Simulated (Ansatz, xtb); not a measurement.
## C4H11ClSi2: which of two isomers lies lower

We compare X, `C=C[SiH2]C[Si@H](C)Cl`, a singlet, with Y, `Cl[SiH2][SiH]1CCCC1`, a singlet. Both are isolated molecules in the gas phase, relaxed with B3LYP/def2-SVP; each stands in its lowest conformer found.

Quicker runs give these differences E(Y) − E(X): GFN2-xTB −1.250 eV; HF/STO-3G −1.474 eV (at GFN2-xTB geometries); r2SCAN-D4/def2-SVP −0.189 eV (at GFN2-xTB geometries).

Estimate E(Y) − E(X) at the level CCSD(T)/def2-SVP + ΔMP2/def2-TZVPP.

Too close to call at this level: CCSD(T)/def2-SVP + ΔMP2/def2-TZVPP gives E(Y) − E(X) = +0.029 eV.

The same difference at several levels:

```csv
level,geometry,E(Y) − E(X) (eV),departure from the last row (eV),"job, with rough time for the two"
GFN2-xTB,GFN2-xTB,−1.250,−1.279,"optimisation, 0.29 s"
HF/STO-3G,GFN2-xTB,−1.474,−1.504,"single point, 0.48 s"
r2SCAN-D4/def2-SVP,GFN2-xTB,−0.189,−0.219,"single point, 5.1 s"
B3LYP/def2-SVP,B3LYP/def2-SVP,−0.081,−0.111,"optimisation, 77 s"
HF/def2-SVP,B3LYP/def2-SVP,+0.112,+0.083,part of the CCSD(T) run
MP2/def2-SVP,B3LYP/def2-SVP,−0.208,−0.237,part of the CCSD(T) run
CCSD(T)/def2-SVP,B3LYP/def2-SVP,−0.176,−0.206,single point
CCSD(T)/def2-SVP + ΔMP2/def2-TZVPP,B3LYP/def2-SVP,+0.029,,"single point, 2 min"
```

As drawn, Y has 1 Si–Si, 3 C–C in place of 1 C=C, 2 C–Si. Structure X has no ring, Y a 5-membered ring.

The largest departure from CCSD(T)/def2-SVP + ΔMP2/def2-TZVPP is that of HF/STO-3G, 1.504 eV. A small imaginary or near-zero mode remains, so no thermal terms are given. The last row adds to CCSD(T) the change of the MP2 difference between the two basis sets, here +0.206 eV, a large step that makes the value less sure.

The correlated steps freeze 19 core orbitals. Codes used: Ansatz 0.2.0, xtb 6.7.1; the last row on 4 threads of Arm Neoverse V2 on a shared host.
